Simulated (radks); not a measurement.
Neutral hydrogen inside a hard spherical wall (all orbitals vanish at R), configuration held at 1s1 and not refilled when levels cross. Method: non-relativistic Kohn-Sham, PBE, spin-polarised, spherical densities, point nucleus; open shells are filled with parallel spins first; computed with a radial shooting solver on a logarithmic mesh with Libxc functionals. Eigenvalues in eV for spin up, with the zero of energy where the potential of the charges vanishes at infinity; a dash marks a level that is unbound or too diffuse for the functional's potential to be trusted. A positive occupied level is held by the wall or, in an anion where self-interaction has pushed it up, behind a barrier. The pressure on the wall is -dE/dV.

R (bohr)  E (hartree)  kinetic (hartree)   e(1s)  e(2s, empty)  e(2p, empty)  pressure (GPa)
free         -0.49999              0.495  -7.594             -             -               0
20           -0.49999              0.495  -7.594             -             -        < 0.0001
8            -0.49992              0.496  -7.584         2.005         1.829         0.00373
7            -0.49969              0.497  -7.558         3.159         2.547          0.0204
6            -0.49875              0.504  -7.473         5.237         3.763           0.113
5            -0.49498              0.524  -7.205         9.221         5.966           0.653
4            -0.47987              0.586  -6.375        17.568        10.386            4.10
2            -0.11169              1.407   7.179        101.08        53.311             381
